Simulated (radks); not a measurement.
Problem. Species: Os8+. Configuration: [Xe] 4f14. All-electron calculation, scalar-relativistic Kohn-Sham, PBE, spin-unpolarised, spherical densities, point nucleus. Program: a radial shooting solver on a logarithmic mesh with Libxc functionals. Some entries of the table are withheld. Estimate them.

orbital  occ.  eigenvalue (hartree)  <1/r> (bohr^-1)  <r> (bohr)
1s          2             -2719.484            90.51     0.01773
2s          2             -477.2690            21.18     0.07488
2p          6             -416.1011              (1)     0.06728
3s          2             -114.4127            7.850      0.1938
3p          6             -96.45533            7.212      0.1945
3d         10             -76.41931            6.805      0.1762
4s          2             -27.57078            3.347      0.4317
4p          6                   (2)            3.034      0.4592
4d         10             -14.37220            2.709      0.4884
5s          2              -7.56153            1.377      0.9761
4f         14              -6.23723              (3)      0.5482
5p          6              -5.96361            1.202       1.098
5d          0              -4.01029              (4)       1.343
6s          0              -3.27408           0.6714       1.964

Solution. 
(1) 2p <1/r> (bohr^-1): 19.05
(2) 4p eigenvalue (hartree): -21.68070
(3) 4f <1/r> (bohr^-1): 2.259
(4) 5d <1/r> (bohr^-1): 0.9598
